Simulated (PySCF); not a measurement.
**CH$_{8}$N$_{2}$O$_{2}$Si: full NMR table**

| Property | Result |
| --- | --- |
| Formula | CH8N2O2Si |
| SMILES | CO[Si](N)(N)O |
| InChI | InChI=1S/CH8N2O2Si/c1-5-6(2,3)4/h4H,2-3H2,1H3 |
| Point group of the computed structure | C1 |
| Degrees of unsaturation | 0 |
| Carbon signals | 1 |
| Proton signals | 3 |

Atoms are numbered as in `[CH3:1][O:2][Si:3]([NH2:4])([NH2:5])[OH:6]`; H(Xn) means a hydrogen on atom n.

- coordinates at the GFN2-xTB level
- shielding tensors at PBE0/pcSseg-1 (GIAO)
- run in PySCF
- one averaged value for each set of equivalent atoms, one conformer, isolated molecule, no relativistic terms

References, each an isolated molecule treated in the same way: 1H, 13C, 29Si vs TMS; NH3 for 15N; 17O against H2O.

```tsv
carbon	δC, type	δH (multiplicity)	HMBC from (2–3 bonds)	span of the C tensor (ppm)
C1	53.5, CH3	3.91 (s)	–	78
```

Other nuclei:
```
      atoms  nucleus                          environment  δ (ppm)  σ (ppm)
      H(O6)       1H   hydrogen on an oxygen bonded to Si     1.39    30.33
H(N4)/H(N5)       1H  hydrogen on a nitrogen bonded to Si     0.28    31.43
        Si3     29Si           silicon bonded to 2 N, 2 O    -50.8    399.9
      N4/N5      15N           nitrogen bonded to Si, 2 H     25.4    242.3
         O6      17O               oxygen bonded to Si, H     42.0    294.0
         O2      17O               oxygen bonded to C, Si     26.9    309.2
```

δC 53.5: methyl carbon bonded to O; the inductive effect lowers its shielding. δH 3.91: hydrogen on a methyl carbon bonded to O; its carbon carries O, which withdraws density. δH 1.39: hydrogen on an oxygen bonded to Si; exchangeable; this is the value without hydrogen bonding to other molecules. δH 0.28: hydrogen on a nitrogen bonded to Si; labile proton, position sensitive to the medium.

The OH or NH signal is concentration- and solvent-dependent in practice; the value given is the gas-phase one. Shifts are as computed. Against solution values, carbons near 30 ppm lie about +3 ppm off and those near 130 ppm about +5 ppm. Of 1309 compounds with measured shifts, 239 miss one by over three times the rms of a fit or turn the order of signals round; such compounds aren't used in these exercises. Experimental scales use liquid or dissolved standards, which lie at an offset from isolated NH3 (liquid NH3: subtract about 20 ppm) and H2O (liquid H2O: subtract about 36 ppm).
